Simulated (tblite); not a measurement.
Record of a relaxation.

Species: C3H8GeSi.
Numbering: `[CH:1]#[C:2][GeH2:3][CH2:4][SiH3:5]` (hydrogens: H6 on C1; H7, H8 on Ge3; H9, H10 on C4; H11, H12, H13 on Si5)

Computed with GFN2-xTB (tblite), gas phase: L-BFGS steps from a force-field or distance-geometry start until the largest atomic force falls under 0.01 eV/Å. 12 of its 46 geometries are shown.

Step 0: E = -382.4278 eV, largest atomic force 2.406 eV/Å
```
atom  x, y, z in Å  |  force x, y, z in eV/Å
C1      2.886   -0.175    0.832   -1.785   1.048  -0.889
C2      1.918    0.394    0.348    1.944  -1.006   0.999
Ge3     0.430    1.266   -0.385   -0.484   0.935  -0.344
C4     -0.879   -0.040   -1.000   -0.028  -0.350  -0.271
Si5    -1.522   -1.016    0.478   -0.223  -0.363   0.229
H6      3.710   -0.666    1.248    0.208  -0.133   0.093
H7     -0.228    2.188    0.676    0.400  -0.289  -0.380
H8      0.883    2.131   -1.592   -0.023  -0.191   0.483
H9     -1.719    0.468   -1.488    0.274  -0.163  -0.087
H10    -0.400   -0.742   -1.706   -0.315   0.405   0.125
H11    -2.158   -0.095    1.425   -0.017  -0.009   0.015
H12    -2.514   -2.002    0.010    0.092   0.100   0.043
H13    -0.410   -1.710    1.137   -0.045   0.015  -0.017
```

Step 4: E = -382.5052 eV, largest atomic force 0.308 eV/Å
```
atom  x, y, z in Å  |  force x, y, z in eV/Å
C1      2.877   -0.170    0.828   -0.073   0.056  -0.034
C2      1.928    0.402    0.355   -0.001   0.126   0.008
Ge3     0.416    1.296   -0.399    0.084  -0.296   0.021
C4     -0.883   -0.050   -0.994    0.021   0.014   0.023
Si5    -1.532   -1.032    0.490   -0.008   0.008   0.035
H6      3.709   -0.667    1.246   -0.088   0.036  -0.051
H7     -0.200    2.174    0.652    0.112   0.077  -0.005
H8      0.886    2.125   -1.562    0.093   0.116   0.023
H9     -1.705    0.456   -1.499   -0.004  -0.049  -0.055
H10    -0.414   -0.725   -1.711   -0.038   0.054  -0.023
H11    -2.160   -0.096    1.426   -0.032  -0.022   0.030
H12    -2.514   -2.001    0.011   -0.078  -0.074  -0.010
H13    -0.412   -1.711    1.138    0.011  -0.045   0.039
```

Step 8: E = -382.5169 eV, largest atomic force 0.149 eV/Å
```
atom  x, y, z in Å  |  force x, y, z in eV/Å
C1      2.870   -0.162    0.825    0.013   0.009   0.003
C2      1.931    0.426    0.358   -0.006   0.012  -0.016
Ge3     0.421    1.278   -0.405   -0.051   0.135  -0.036
C4     -0.889   -0.057   -0.992   -0.008  -0.012  -0.012
Si5    -1.538   -1.040    0.496   -0.007  -0.016  -0.010
H6      3.696   -0.663    1.239    0.064  -0.037   0.033
H7     -0.168    2.182    0.642    0.048   0.032   0.004
H8      0.904    2.140   -1.544    0.041   0.009   0.012
H9     -1.704    0.447   -1.509   -0.055   0.018   0.019
H10    -0.422   -0.718   -1.718    0.024  -0.080  -0.014
H11    -2.167   -0.102    1.433   -0.009  -0.051  -0.005
H12    -2.524   -2.011    0.013   -0.003  -0.007   0.023
H13    -0.414   -1.719    1.145   -0.052  -0.009  -0.001
```

Step 12: E = -382.5203 eV, largest atomic force 0.055 eV/Å
```
atom  x, y, z in Å  |  force x, y, z in eV/Å
C1      2.870   -0.158    0.824    0.005   0.008  -0.003
C2      1.934    0.435    0.357    0.001  -0.028  -0.015
Ge3     0.418    1.287   -0.411    0.038  -0.015   0.014
C4     -0.892   -0.061   -0.997    0.022   0.030   0.025
Si5    -1.542   -1.045    0.493   -0.001   0.004  -0.022
H6      3.697   -0.664    1.239   -0.024   0.025  -0.009
H7     -0.148    2.196    0.643   -0.004   0.028   0.001
H8      0.920    2.151   -1.540    0.011   0.004  -0.023
H9     -1.713    0.444   -1.507    0.020  -0.039   0.007
H10    -0.421   -0.728   -1.720   -0.035   0.029   0.031
H11    -2.173   -0.115    1.435   -0.014  -0.023  -0.006
H12    -2.530   -2.018    0.017   -0.001  -0.005   0.002
H13    -0.424   -1.726    1.149   -0.019  -0.018  -0.004
```

Step 16: E = -382.5215 eV, largest atomic force 0.034 eV/Å
```
atom  x, y, z in Å  |  force x, y, z in eV/Å
C1      2.871   -0.154    0.824    0.002  -0.001  -0.004
C2      1.934    0.433    0.353   -0.003  -0.006  -0.009
Ge3     0.422    1.291   -0.412   -0.008   0.012  -0.007
C4     -0.889   -0.056   -0.992   -0.014  -0.004   0.011
Si5    -1.544   -1.047    0.490   -0.008  -0.012   0.026
H6      3.696   -0.661    1.239    0.016   0.003   0.009
H7     -0.141    2.205    0.642    0.007   0.005  -0.017
H8      0.928    2.155   -1.542   -0.003  -0.014  -0.009
H9     -1.713    0.438   -1.506   -0.006   0.029   0.004
H10    -0.426   -0.727   -1.716    0.032   0.009   0.007
H11    -2.178   -0.124    1.435   -0.022   0.003   0.009
H12    -2.532   -2.021    0.019   -0.001  -0.002  -0.022
H13    -0.432   -1.732    1.149    0.006  -0.023   0.000
```

Step 20: E = -382.5226 eV, largest atomic force 0.050 eV/Å
```
atom  x, y, z in Å  |  force x, y, z in eV/Å
C1      2.874   -0.151    0.821    0.000  -0.005   0.000
C2      1.933    0.427    0.344    0.004   0.026   0.010
Ge3     0.427    1.297   -0.414   -0.044  -0.018  -0.014
C4     -0.892   -0.052   -0.982    0.014   0.010   0.007
Si5    -1.549   -1.053    0.495    0.004   0.015  -0.001
H6      3.698   -0.653    1.241    0.022  -0.006   0.005
H7     -0.131    2.220    0.634    0.018   0.005  -0.006
H8      0.935    2.153   -1.551   -0.013  -0.027   0.000
H9     -1.714    0.441   -1.500    0.007   0.005   0.020
H10    -0.419   -0.719   -1.704   -0.002  -0.002   0.007
H11    -2.195   -0.134    1.439    0.009  -0.025  -0.006
H12    -2.534   -2.025    0.011    0.008   0.009  -0.015
H13    -0.438   -1.750    1.149   -0.025   0.014  -0.009
```

Step 25: E = -382.5235 eV, largest atomic force 0.065 eV/Å
```
atom  x, y, z in Å  |  force x, y, z in eV/Å
C1      2.876   -0.150    0.819    0.005   0.010   0.006
C2      1.936    0.432    0.344    0.007   0.003   0.015
Ge3     0.425    1.296   -0.415    0.049   0.032   0.028
C4     -0.892   -0.050   -0.974   -0.001  -0.002  -0.005
Si5    -1.553   -1.054    0.495   -0.014  -0.019   0.008
H6      3.703   -0.647    1.241   -0.003   0.000  -0.010
H7     -0.118    2.234    0.627    0.000   0.005   0.005
H8      0.934    2.140   -1.559   -0.010  -0.015  -0.017
H9     -1.714    0.445   -1.490   -0.012   0.004  -0.014
H10    -0.416   -0.715   -1.695   -0.016  -0.016  -0.023
H11    -2.204   -0.148    1.443   -0.006   0.010   0.017
H12    -2.533   -2.024   -0.002   -0.016  -0.008  -0.024
H13    -0.450   -1.759    1.148    0.018  -0.003   0.013
```

Step 29: E = -382.5244 eV, largest atomic force 0.053 eV/Å
```
atom  x, y, z in Å  |  force x, y, z in eV/Å
C1      2.880   -0.146    0.819    0.022   0.010   0.014
C2      1.941    0.438    0.347    0.002   0.003   0.009
Ge3     0.432    1.300   -0.411   -0.042  -0.018  -0.026
C4     -0.891   -0.047   -0.966   -0.004  -0.001   0.010
Si5    -1.560   -1.060    0.495    0.004  -0.001   0.001
H6      3.709   -0.641    1.239    0.022  -0.021   0.005
H7     -0.103    2.251    0.622   -0.008   0.009   0.012
H8      0.931    2.123   -1.572    0.010   0.008  -0.017
H9     -1.714    0.450   -1.481    0.020  -0.002  -0.001
H10    -0.418   -0.713   -1.689   -0.022   0.016   0.000
H11    -2.216   -0.162    1.450    0.003  -0.006  -0.007
H12    -2.535   -2.025   -0.022   -0.008   0.000  -0.004
H13    -0.459   -1.768    1.150    0.001   0.003   0.003
```

Step 33: E = -382.5247 eV, largest atomic force 0.016 eV/Å
```
atom  x, y, z in Å  |  force x, y, z in eV/Å
C1      2.884   -0.143    0.821    0.005   0.009   0.003
C2      1.944    0.441    0.350    0.001  -0.003   0.002
Ge3     0.431    1.300   -0.412    0.015   0.000   0.006
C4     -0.892   -0.046   -0.963   -0.005   0.000  -0.001
Si5    -1.562   -1.063    0.496   -0.002  -0.004   0.000
H6      3.713   -0.642    1.239   -0.001   0.001  -0.003
H7     -0.100    2.256    0.621   -0.004  -0.008  -0.012
H8      0.930    2.118   -1.578    0.002  -0.002   0.005
H9     -1.713    0.452   -1.478   -0.009   0.010   0.003
H10    -0.423   -0.711   -1.688    0.000  -0.002  -0.003
H11    -2.219   -0.167    1.452   -0.001  -0.004  -0.005
H12    -2.537   -2.025   -0.029   -0.001   0.002   0.006
H13    -0.461   -1.770    1.151   -0.002  -0.001  -0.001
```

Step 37: E = -382.5248 eV, largest atomic force 0.014 eV/Å
```
atom  x, y, z in Å  |  force x, y, z in eV/Å
C1      2.888   -0.139    0.823    0.001  -0.006  -0.001
C2      1.946    0.441    0.352    0.002   0.002   0.000
Ge3     0.434    1.299   -0.412   -0.011  -0.005  -0.008
C4     -0.894   -0.046   -0.961    0.010   0.008  -0.004
Si5    -1.563   -1.065    0.495    0.003   0.008  -0.005
H6      3.715   -0.641    1.238    0.010   0.006   0.005
H7     -0.099    2.257    0.618   -0.003  -0.001  -0.001
H8      0.932    2.115   -1.580    0.005  -0.005   0.006
H9     -1.714    0.456   -1.476    0.003   0.000   0.009
H10    -0.425   -0.710   -1.688   -0.008   0.001  -0.005
H11    -2.222   -0.171    1.451   -0.006   0.005   0.005
H12    -2.539   -2.025   -0.031   -0.007  -0.009   0.000
H13    -0.463   -1.772    1.151    0.002  -0.004   0.000
```

Step 41: E = -382.5249 eV, largest atomic force 0.019 eV/Å
```
atom  x, y, z in Å  |  force x, y, z in eV/Å
C1      2.891   -0.137    0.824   -0.004  -0.006  -0.004
C2      1.947    0.442    0.354    0.002  -0.003   0.000
Ge3     0.435    1.297   -0.412    0.012   0.004   0.011
C4     -0.894   -0.045   -0.962   -0.011  -0.015   0.005
Si5    -1.564   -1.065    0.494   -0.008  -0.008   0.010
H6      3.719   -0.639    1.239    0.001   0.013   0.002
H7     -0.100    2.256    0.614   -0.002   0.001   0.004
H8      0.934    2.112   -1.580    0.008   0.001  -0.005
H9     -1.715    0.459   -1.471   -0.001   0.004  -0.002
H10    -0.429   -0.709   -1.690   -0.003   0.000  -0.011
H11    -2.224   -0.172    1.451    0.003  -0.001  -0.005
H12    -2.541   -2.026   -0.031    0.010   0.007   0.003
H13    -0.464   -1.773    1.151   -0.006   0.004  -0.007
```

Step 45: E = -382.5250 eV, largest atomic force 0.009 eV/Å
```
atom  x, y, z in Å  |  force x, y, z in eV/Å
C1      2.896   -0.136    0.825    0.000   0.003   0.001
C2      1.951    0.442    0.357   -0.005  -0.005   0.000
Ge3     0.438    1.294   -0.412   -0.003  -0.001  -0.001
C4     -0.895   -0.045   -0.960   -0.003   0.004  -0.001
Si5    -1.567   -1.066    0.494    0.002   0.000   0.000
H6      3.727   -0.632    1.240    0.002   0.005   0.002
H7     -0.102    2.257    0.610    0.007  -0.003   0.004
H8      0.940    2.107   -1.581    0.001  -0.004   0.002
H9     -1.716    0.465   -1.464   -0.005   0.001  -0.003
H10    -0.437   -0.707   -1.695   -0.003  -0.001   0.003
H11    -2.229   -0.174    1.451    0.005   0.001  -0.002
H12    -2.542   -2.027   -0.031   -0.001  -0.001  -0.003
H13    -0.468   -1.776    1.149    0.001   0.001   0.001
```

Question: Summarise the path.

Answer: The energy falls by 2.24 kcal/mol from step 0 to step 45; nine tenths of that is first reached at step 8. It rises by more than 0.2 meV at step 1. The largest force goes from 2.406 to 0.009 eV/Å. Among the bonds Ge3–H7 changes most, from 1.553 to 1.504 Å; the atoms move by 0.073 Å rms after alignment.

What follows is the cost of the whole relaxation. On Arm Neoverse V2, one thread, no GPU, on a shared host, this took 0.19 s of wall time.
